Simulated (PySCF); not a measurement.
C₇H₈FS (doublet state).
Cartesian coordinates in Å at the GFN2-xTB level; atoms count from 1:
```xyz
17
C7H8FS angstrom
C      2.489    0.148   -1.014
C      2.259    0.097    0.483
C      1.139    0.006    1.114
C     -0.287   -0.104    1.240
C     -0.980   -0.210   -0.153
C     -2.454   -0.422    0.014
F     -2.774   -1.634    0.561
C     -3.366    0.459   -0.291
S     -4.295    1.636   -0.740
H      3.092   -0.707   -1.314
H      3.033    1.057   -1.265
H      1.550    0.132   -1.559
H      3.186    0.145    1.049
H     -0.542   -0.999    1.815
H     -0.689    0.768    1.764
H     -0.561   -1.063   -0.693
H     -0.808    0.702   -0.722
```

The hyperfine couplings belong to this conformer and change with its torsions.

The species is `C/C=[C]\CCC(F)=C=S` [radical].

Computed with UKS B3LYP, pcH-1 on C F H S, non-relativistic, mean-field spin-orbit, GIAO (PySCF 2.14.0). Isolated species at its GFN2-xTB geometry (one conformer only). A GFN2-xTB geometry isn't a minimum of the functional, and hyperfine couplings can be far from their values at a DFT geometry. No stability test was run, so a lower SCF solution isn't excluded.

(1) Match the computed a_iso(1H) values +140.4, +33.5, -7.5, -4.1 MHz (means over equivalent nuclei) with the sites H10/H11/H12; H13; H14/H15; H16/H17.

## Answers

(1) 
```csv
site,a_iso (MHz),ρ(0) (bohr⁻³),position,distance from C3 (Å),bound to,spin population there,largest |T| (MHz)
H10/H11/H12,-7.5,-0.0017,3 bonds from C3,3.04,C1,+0.08,6.3
H13,+140.4,+0.0314,"2 bonds from C3, on C2 of spin population -0.16",2.05,C2,-0.16,10.6
H14/H15,+33.5,+0.0075,2 bonds from C3,2.08,C4,-0.07,10.7
H16/H17,-4.1,-0.0009,3 bonds from C3,2.73,C5,+0.06,7.0
```

ρ(0) is the spin density at the nucleus and T the dipolar tensor; a_iso includes a spin–orbit part; entries for several nuclei are means. Largest spin populations (Mulliken): C3 (+0.98), C2 (-0.16), C1 (+0.08) and C4 (-0.07). C3 is the only atom above +0.15.

Examples of negative spin density at the nucleus (bohr⁻³): C2 (-0.0295), C4 (-0.0049) and H10/H11/H12 (-0.0017).

Nuclei that the bonding pattern makes equivalent are averaged, as if the motion that swaps them (rotation, inversion, ring flip) were fast. The 1H value of +33.5 MHz is a mean of couplings from 27.0 to 39.9 MHz in this one geometry, not an average over conformers.
